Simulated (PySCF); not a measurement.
B(H)(NHMe)(OMe) (C₂H₈BNO), SMILES CNBOC. Coordinates come from a PBE-D3(BJ)/def2-SVP optimisation. The structure was generated by enumeration, and PubChem lists no compound with its InChIKey, so it may never have been made. The values are those of a single conformer.

Computed equilibrium geometry at PBE-D3(BJ)/def2-SVP (PySCF confirms it by a frequency run) as Cartesian coordinates in Å, and its point group (one conformer of several):
point group Cs.
```xyz
13

B      0.8090     0.0090     0.0000
H      1.9491    -0.4196     0.0000
N     -0.2806    -0.8922     0.0000
C     -0.1833    -2.3374     0.0000
H     -1.2397    -0.5374     0.0000
H     -0.6572    -2.7953    -0.8971
H     -0.6572    -2.7953     0.8971
H      0.8839    -2.6315     0.0000
O      0.6639     1.3791     0.0000
C     -0.6116     1.9802     0.0000
H     -1.2069     1.7040     0.9021
H     -0.4872     3.0818     0.0000
H     -1.2069     1.7040    -0.9021
```
